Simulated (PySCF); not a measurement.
**Spin-rotation constants: `InChI=1S/C5H12N2/c1-5(2,3)4-7-6/h4H,6H2,1-3H3/b7-4+`**

Cartesian coordinates in Å; atom numbers follow the order of the lines, from 1:
```xyz
19

C    -1.432   -0.648    1.031
C    -0.506   -0.134   -0.079
C    -1.253    0.908   -0.923
C    -0.059   -1.296   -0.964
C     0.678    0.536    0.554
N     1.863    0.188    0.290
N     2.910    0.877    0.787
H    -1.748    0.168    1.679
H    -0.920   -1.392    1.637
H    -2.319   -1.106    0.599
H    -2.135    0.462   -1.375
H    -0.609    1.284   -1.714
H    -1.568    1.748   -0.307
H     0.478   -2.032   -0.373
H     0.609   -0.937   -1.742
H    -0.921   -1.772   -1.424
H     0.454    1.361    1.245
H     2.731    1.490    1.583
H     3.735    0.303    0.876
```

Computed with GIAO KT3/pcSseg-1 magnetisability, rotational g tensor and spin-rotation constants, non-relativistic, gas phase (PySCF). Geometry: GFN2-xTB.

Problem. Give the nuclear spin-rotation constants along the inertial axes (H = +C I·J) beside the isotropic shieldings.

Solution. Rotational constants 4.3852, 1.5533, 1.5300 GHz. A star marks the isotopologue with that one atom substituted, in its own axes.
```csv
atom,isotope,Caa (kHz),Cbb (kHz),Ccc (kHz),mean (kHz),σ (ppm)
N6,14N,1.284,0.276,0.080,0.546,-69.2
N7,14N,0.251,0.161,0.133,0.181,139.1
H8,1H,-0.481,0.047,-0.174,-0.203,30.7
H9,1H,-0.381,-0.153,-0.018,-0.184,30.9
H10,1H,0.106,-0.166,-0.171,-0.077,30.7
H11,1H,0.100,-0.165,-0.170,-0.078,30.8
H12,1H,-0.345,-0.158,-0.022,-0.175,30.8
H13,1H,-0.487,0.048,-0.174,-0.204,30.7
H14,1H,-0.389,-0.126,-0.027,-0.181,30.6
H15,1H,-0.348,-0.128,-0.031,-0.169,30.3
H16,1H,0.072,-0.145,-0.184,-0.086,31.0
H17,1H,-0.320,0.146,-0.184,-0.119,25.2
H18,1H,-0.396,0.086,-0.177,-0.163,26.7
H19,1H,-0.126,-0.048,-0.137,-0.104,26.7
C1,13C*,0.742,0.262,0.229,0.411,155.3
C2,13C*,0.785,0.279,0.260,0.441,147.0
C5,13C*,1.518,0.611,0.353,0.827,50.9
```
For the geometry as given, no vibrational averaging.

Problem. How do the rotational constants and the g tensor change when H8, H9, H10, H11, H12, H13, H14, H15, H16, H17, H18, H19 are replaced by deuterium?

Solution. Constants 3.2990, 1.2993, 1.2732 GHz; g -0.0152, -0.0056, 0.0032, against -0.0201, -0.0067, 0.0037 before.
